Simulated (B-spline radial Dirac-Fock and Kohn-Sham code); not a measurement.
**Magnetic form factor of the 3d shell of Tm⁵⁰⁺**

System: thulium as Tm⁵⁰⁺ in the configuration [Ar] 3d1.

Level of theory: relativistic Hartree-Fock (Dirac-Fock) wave functions, averaged over the configuration; a radial finite-basis atomic code. ⟨j_K⟩ is the integral of the 3d radial density with the spherical Bessel function j_K(4πsr), s = sin θ/λ.

```tsv
s (Å⁻¹)	⟨j0⟩	⟨j2⟩	⟨j4⟩
0	1.0000	0.0000	0.0000
0.1	0.9973	0.0011	0.0000
0.12	0.9961	0.0016	0.0000
0.14	0.9946	0.0021	0.0000
0.18	0.9911	0.0035	0.0000
0.22	0.9868	0.0053	0.0000
0.27	0.9802	0.0079	0.0000
0.33	0.9706	0.0117	0.0001
0.41	0.9549	0.0179	0.0001
0.5	0.9337	0.0261	0.0003
0.61	0.9029	0.0380	0.0006
0.76	0.8533	0.0567	0.0014
0.93	0.7885	0.0804	0.0030
1.14	0.6995	0.1112	0.0064
1.41	0.5781	0.1497	0.0132
```

Radial moments of the shell: ⟨r²⟩ = 0.03724, ⟨r⁴⟩ = 0.002306, ⟨r⁶⟩ = 0.0002144 in powers of bohr.

Values without a named source are computed, but for edge energies of neutral atoms, which are taken from tables.
